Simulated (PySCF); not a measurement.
Heteronuclear NMR

Molfile (atoms numbered from 1):
```
C8H14Si
     RDKit          3D

 23 24  0  0  0  0  0  0  0  0999 V2000
    2.7543    0.8424   -0.3156 C   0  0  0  0  0  0  0  0  0  0  0  0
    1.8560   -0.2754   -0.6199 C   0  0  0  0  0  0  0  0  0  0  0  0
    1.4212   -1.2264   -1.3951 C   0  0  0  0  0  0  0  0  0  0  0  0
    0.7203   -1.0888   -0.0732 C   0  0  2  0  0  0  0  0  0  0  0  0
   -0.6870   -0.5385    0.0286 C   0  0  1  0  0  0  0  0  0  0  0  0
   -1.6780   -1.6962   -0.0619 C   0  0  0  0  0  0  0  0  0  0  0  0
   -0.8873    0.3075    1.3163 C   0  0  0  0  0  0  0  0  0  0  0  0
   -1.1954    1.6897    0.7043 C   0  0  0  0  0  0  0  0  0  0  0  0
   -1.1098    0.9856   -1.0685 Si  0  0  0  0  0  4  0  0  0  0  0  0
    3.3908    0.5841    0.5318 H   0  0  0  0  0  0  0  0  0  0  0  0
    2.1718    1.7212   -0.0386 H   0  0  0  0  0  0  0  0  0  0  0  0
    3.3838    1.0835   -1.1710 H   0  0  0  0  0  0  0  0  0  0  0  0
    1.4674   -1.7778   -2.3015 H   0  0  0  0  0  0  0  0  0  0  0  0
    0.9390   -1.8251    0.7046 H   0  0  0  0  0  0  0  0  0  0  0  0
   -1.4985   -2.4143    0.7394 H   0  0  0  0  0  0  0  0  0  0  0  0
   -1.5695   -2.2133   -1.0137 H   0  0  0  0  0  0  0  0  0  0  0  0
   -2.7034   -1.3412    0.0201 H   0  0  0  0  0  0  0  0  0  0  0  0
   -1.7135   -0.0644    1.9219 H   0  0  0  0  0  0  0  0  0  0  0  0
    0.0067    0.3168    1.9403 H   0  0  0  0  0  0  0  0  0  0  0  0
   -2.1556    2.0920    1.0198 H   0  0  0  0  0  0  0  0  0  0  0  0
   -0.4420    2.4354    0.9506 H   0  0  0  0  0  0  0  0  0  0  0  0
   -0.0883    1.5412   -1.9548 H   0  0  0  0  0  0  0  0  0  0  0  0
   -2.3878    0.8891   -1.7766 H   0  0  0  0  0  0  0  0  0  0  0  0
  1  2  1  0
  2  3  2  0
  3  4  1  0
  4  5  1  0
  5  6  1  1
  5  7  1  0
  7  8  1  0
  8  9  1  0
  4  2  1  0
  9  5  1  0
  1 10  1  0
  1 11  1  0
  1 12  1  0
  3 13  1  0
  4 14  1  1
  6 15  1  0
  6 16  1  0
  6 17  1  0
  7 18  1  0
  7 19  1  0
  8 20  1  0
  8 21  1  0
  9 22  1  0
  9 23  1  0
M  END
```

A single conformation, non-relativistic Hamiltonian, no solvent model, averaged over atoms made equivalent by symmetry, fast rotation or ring inversion. σ from GIAO-PBE0/pcSseg-1; geometry: GFN2-xTB; PySCF.

Where does $^{29}$Si resonate?

Answers


| atoms | environment | σ (ppm) | δ (ppm) |
| --- | --- | --- | --- |
| Si9 | silicon bonded to 2 C, 2 H, in a 4-membered ring | 386.4 | -37.6 |

Shieldings were converted by a linear fit to measured shifts: $^{29}$Si (scatter 8.9 ppm rms, 25.8 ppm with the 6 outliers that the fit left out vs TMS, solution or neat liquid). A few per cent of atoms miss by over 2 rms, more outside the fitted compound classes.

On a 300 MHz spectrometer $^{29}$Si resonates near 59.6 MHz, so 1 ppm is 59.6 Hz.
